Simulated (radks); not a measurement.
Q: Te3+, configuration [Kr] 4d9 5p4 (not the ground configuration). Calculated with a radial shooting solver on a logarithmic mesh with Libxc functionals: scalar-relativistic Kohn-Sham, r2SCAN, spin-unpolarised, spherical densities, finite nucleus; meta-GGA in the generalised Kohn-Sham scheme; Fermi nuclear charge, rms radius 4.7423 fm. Some entries of the table are withheld. Estimate them.

orbital,occ.,eigenvalue (hartree),<r> (bohr),<1/r> (bohr^-1)
1s,2,-1166.009,0.02782,55.57
2s,2,(1),0.1198,12.73
2p,6,-162.3521,(2),12.18
3s,2,-37.50612,0.3214,4.561
3p,6,-31.47023,0.3197,4.332
3d,10,-22.36268,0.2966,(3)
4s,2,-7.73296,0.7612,1.825
4p,6,-5.83848,0.8135,1.675
4d,9,-3.04916,0.9404,1.406
5p,4,-1.28915,2.137,0.6020

A: 
(1) 2s eigenvalue (hartree): -180.7946
(2) 2p <r> (bohr): 0.1048
(3) 3d <1/r> (bohr^-1): 4.089
